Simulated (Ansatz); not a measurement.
Compare A (`[SiH3]C1=C(Cl)C1`) with its isomer B (`CC#C[SiH2]Cl`).

Isolated molecules relaxed with PBE0-D4/def2-TZVP in Ansatz; ΔE leaves out vibrations. CCSD(T)/CBS adds triple-zeta CCSD(T) − MP2 to the extrapolated MP2 energy (def2 sets, frozen cores). Functionals use def2-TZVPP. B3LYP here is the variant with VWN-RPA as its local correlation; programs differ in this.

A:

```xyz
10

Si    0.094    1.405   -0.969
C     0.115   -0.128    0.036
C     0.658   -1.203    0.508
Cl    2.011   -2.194    0.570
C    -0.711   -1.026    0.988
H    -0.169    2.568   -0.083
H     1.399    1.579   -1.654
H    -0.995    1.316   -1.974
H    -1.515   -1.632    0.571
H    -0.888   -0.684    2.008
```

B:

```xyz
10

C     1.8549   -0.9656   -0.8361
C     0.6787   -0.3097   -0.3103
C    -0.3065    0.2353    0.1306
Si   -1.7739    1.0531    0.7890
Cl   -3.0807   -0.3440    1.5412
H     1.8218   -1.0052   -1.9275
H     1.9250   -1.9892   -0.4598
H     2.7611   -0.4311   -0.5411
H    -1.4044    1.9624    1.8959
H    -2.4760    1.7941   -0.2818
```

(1) Which is lower in electronic energy at CCSD(T)/CBS, and by how much? (An estimate is asked.)

(2) Give E(B) − E(A) in kJ/mol with MP2/def2-TZVPP, ωB97M-V, HF/def2-TZVPP, B3LYP-D4, CCSD/def2-TZVPP, CCSD(T)/def2-TZVPP, PBE0-D4. (An estimate is asked.)

Largest T1 diagnostic: 0.011.

Results:

(1) Ansatz gave: B, by 267.0 kJ/mol.

(2) The calculation gave: MP2/def2-TZVPP -265.7, ωB97M-V -259.5, HF/def2-TZVPP -296.1, B3LYP-D4 -258.7, CCSD/def2-TZVPP -267.5, CCSD(T)/def2-TZVPP -262.2, PBE0-D4 -239.4. None reverses the order clearly.

From PBE to PBE0 (25 % exact exchange), in def2-TZVPP and without D4, E(B) − E(A) moves by −8.3 kJ/mol. In def2-TZVPP, CCSD(T) changes the Hartree–Fock value by +33.8 kJ/mol (the triples alone add +5.3 kJ/mol) and MP2 by +30.4 kJ/mol.
